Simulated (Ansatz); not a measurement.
Calculated with Ansatz (gas phase, PBE0-D4/def2-TZVP geometries, no zero-point term in ΔE). CCSD(T)/CBS is the MP2 limit (def2-TZVPP, def2-QZVPP) plus CCSD(T) − MP2 in def2-TZVPP, frozen cores. Functionals use def2-TZVPP. For Ga, Zn outer-core shells are correlated without core-valence functions, which leaves a few kJ/mol of doubt a bond. Scalar relativity is left out up to krypton. One conformer a species, not always the lowest.

Consider the redistribution: `CC[O][GaH2]` + `[Cl][Zn][Cl]` → `[Cl][GaH2]` + `CC[O][Zn][Cl]`.

`CC[O][GaH2]`:

Cartesian coordinates in Å:
```
C 0.423 0.675 -1.025
C 0.235 0.979 0.444
O -0.264 -0.077 1.221
Ga -0.728 -1.740 0.791
H 0.814 1.555 -1.541
H 1.130 -0.146 -1.177
H -0.522 0.398 -1.501
H 1.196 1.292 0.875
H -0.447 1.832 0.554
H -0.606 -2.248 -0.681
H -1.232 -2.521 2.040
```

`[Cl][Zn][Cl]`:

Cartesian coordinates in Å:
```
Cl -1.628 1.048 -0.771
Zn 0.000 0.000 0.000
Cl 1.628 -1.047 0.771
```

`[Cl][GaH2]`:

Z-matrix (Å, degrees):
```
Ga
Cl 1 2.149
H 1 1.556 2 115.2
H 1 1.556 2 115.2 3 -180.0
```

`CC[O][Zn][Cl]`:

```xyz
10

C     1.080    1.080    0.490
C     0.425   -0.107   -0.178
O    -0.945   -0.117    0.149
Zn   -2.135   -1.302   -0.388
Cl   -3.649   -2.623   -0.941
H     0.619    2.010    0.152
H     0.966    1.017    1.574
H     2.147    1.114    0.254
H     0.572   -0.040   -1.266
H     0.919   -1.032    0.154
```

```tsv
level	ΔE (kJ/mol)
CAM-B3LYP-D4	32.8
B2PLYP	29.4
PBE0	30.5
HF/def2-TZVPP	35.5
```

What does CCSD(T)/CBS give? (An estimate is asked.)

The calculation gave: +36.1 kJ/mol. The listed levels differ from it by -3.3, -6.7, -5.6, -0.6 kJ/mol.

What do rigid-rotor, harmonic-oscillator terms from PBE0-D4/def2-TZVP frequencies (298.15 K, 1 bar) make of the CCSD(T)/CBS value? (Estimate.)

Computed: ΔZPE = -1.8 kJ/mol, ΔH = +34.4 kJ/mol, ΔS = 17 J/(mol·K), ΔG = +29.2 kJ/mol. Modes under 50 cm⁻¹ make the entropy rough.

Largest T1 diagnostic among the species: 0.015.

The D4 term adds +4.2 kJ/mol with B3LYP and +2.1 kJ/mol with PBE0; it sums over pairs of atoms, weighted by their polarisabilities, and B3LYP, whose exchange is more repulsive, gets the larger term. Leaving LDA and LC-ωPBE aside and taking each functional with its dispersion term where it has one, the values, not all of them listed here, spread over 6.4 kJ/mol, from B2PLYP to BHLYP-D4. LDA lies +6.5 kJ/mol from PBE without D4. In def2-TZVPP, CCSD(T) changes the Hartree–Fock value by −3.4 kJ/mol (the triples alone add −0.3 kJ/mol) and MP2 by −5.2 kJ/mol.

B3LYP here is the variant with VWN-RPA as its local correlation; programs differ in this.
